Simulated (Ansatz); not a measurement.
`C[O][In]([NH2])[NH2]` and `C[O][Al]([NH2])[NH2]` differ in one element.

Ansatz, PBE0-D4/def2-TZVP geometries, multiplicity 1. Each molecule was computed in one conformer, which needn't be the lowest.

Elements past krypton have def2 core potentials.

```csv
property,`C[O][In]([NH2])[NH2]`
"ideal-gas entropy at 298 K and 1 bar (rigid rotor, harmonic PBE0-D4/def2-TZVP) / J/(mol·K)",404
HOMO–LUMO gap (PBE/def2-TZVPP) / eV,3.66
size of the dipole moment (B3LYP/def2-TZVPP) / D,2.67
HOMO energy (ωB97M-V/def2-TZVPP) / eV,-9.47
HOMO–LUMO gap (ωB97M-V/def2-TZVPP) / eV,10.03
LUMO energy (ωB97M-V/def2-TZVPP) / eV,0.57
```

(1) Give the same properties after the change, and the shifts. (Best estimate.)

Results:

(1) Ansatz gave: 
```csv
property,`C[O][Al]([NH2])[NH2]`,shift
"ideal-gas entropy at 298 K and 1 bar (rigid rotor, harmonic PBE0-D4/def2-TZVP) / J/(mol·K)",387,-17
HOMO–LUMO gap (PBE/def2-TZVPP) / eV,4.80,1.14
size of the dipole moment (B3LYP/def2-TZVPP) / D,1.18,-1.49
HOMO energy (ωB97M-V/def2-TZVPP) / eV,-9.28,0.19
HOMO–LUMO gap (ωB97M-V/def2-TZVPP) / eV,10.92,0.89
LUMO energy (ωB97M-V/def2-TZVPP) / eV,1.63,1.06
```

With PBE0 the HOMO rises by 0.20 eV and the LUMO rises by 1.24 eV, so the gap widens by about 1.04 eV. PBE moves the HOMO by 0.13 eV and ωB97M-V by 0.19 eV. Dipoles are sizes alone; their direction can turn. Modes under 60 cm⁻¹, often nearly free rotors, make the harmonic entropy too high.

B3LYP here is the variant with VWN-RPA as its local correlation; programs differ in this.
